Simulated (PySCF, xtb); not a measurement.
Hf(Cl)3(NH2) (Cl3H2HfN), SMILES [Cl][Hf]([Cl])([NH2])[Cl], multiplicity 1. Other conformers were not sampled.

Harmonic wavenumbers (cm⁻¹) from GFN2-xTB run with xtb at its own minimum, in rising order: 43, 57, 64, 69, 76, 118, 266, 294, 308, 318, 472, 506, 1485, 3338, 3364.

Q: What does PBE-D3(BJ)/def2-SVP (PySCF) give at its own minimum? (The exact figures need the calculation; the answer reports its results.)

A: 33, 86, 93, 123, 138, 146, 360, 374, 374, 467, 472, 645, 1442, 3448, 3539. Paired by order, the mean absolute difference is 71 cm⁻¹ and the zero-point energies are 15.4 and 16.8 kcal/mol.
